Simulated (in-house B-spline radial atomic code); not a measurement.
Configurations of the lanthanum ion La²⁺, with energies counted from [Xe] 5d1. Level of theory: scalar-relativistic (X2C) BHandHLYP, spin-polarised, spherical fractional occupations, exact exchange averaged over the configuration, Fermi nucleus of rms radius 4.855 fm; calculated with a radial B-spline atomic code at the basis-set limit. Shells without spins written out take the highest spin.

Occupations are held fixed; configurations that lie above the ionisation limit could autoionise.

```tsv
configuration	E - E(ref) (eV)	highest orbital	its <r> (bohr)
[Xe] 6p1	5.2151	6p up	4.386
[Xe] 5f1	11.198	5f up	5.875
[Xe] 6f1	13.836	6f up	10.14
[Kr] 4d9 5s2 5p6 5d1 6s1	108.92	6s up	3.56
[Kr] 4d9 5s2 5p6 5d1 6f1	121.98	6f up	9.727
```

Problem. Order these further configurations by energy, lowest first.
A. [Kr] 4d9 5s2 5p6 5d1 6p1
B. [Kr] 4d10 5s2 5p5 5d1 6f1
C. [Kr] 4d10 5s2 5p5 5d1 5f1
D. [Xe] 6s1
E. [Kr] 4d10 5s2 5p5 5d1 6s1

Solution. D (1.4688 eV), E (22.069 eV), C (32.228 eV), B (34.931 eV), A (112.95 eV).
